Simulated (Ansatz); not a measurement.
Molecule: BI (charge +1, doublet). 
Coordinates optimised at B3LYP-D3(BJ)/def2-TZVP (Ansatz, a program for electronic structure):
SMILES: [B][I+]
```xyz
2

B      0.0000     0.0000    -1.7972
I      0.0000     0.0000     0.1695
```
Charge +1, spin multiplicity 2.

Wanted: vertical ionisation energy (to the triplet state of charge +2; each state is the SCF solution reached for its spin), in eV. Valence correlation only, unless marked. Open shells are spin-unrestricted. Spin-orbit coupling is left out. The frozen core is the preceding noble-gas configuration, with the filled d and f shells of earlier blocks. Past Kr the def2 sets carry scalar-relativistic core potentials. Basis-set limits of correlation are two-point, X^-3; Hartree-Fock from the larger set.

```json
[
 {"level": "SVWN5/def2-TZVPD", "program": "Ansatz", "vertical ionisation energy (eV)": "18.55"},
 {"level": "PBE/def2-TZVPD", "program": "Ansatz", "vertical ionisation energy (eV)": "18.27"},
 {"level": "r2SCAN/def2-TZVPD", "program": "Ansatz", "vertical ionisation energy (eV)": "18.28"},
 {"level": "B3LYP/def2-TZVPD", "program": "Ansatz", "vertical ionisation energy (eV)": "18.27"}
]
```

Estimate the value at CCSD(T)/CBS(def2-TZVPPD,def2-QZVPPD) as computed with Ansatz.

18.36 eV
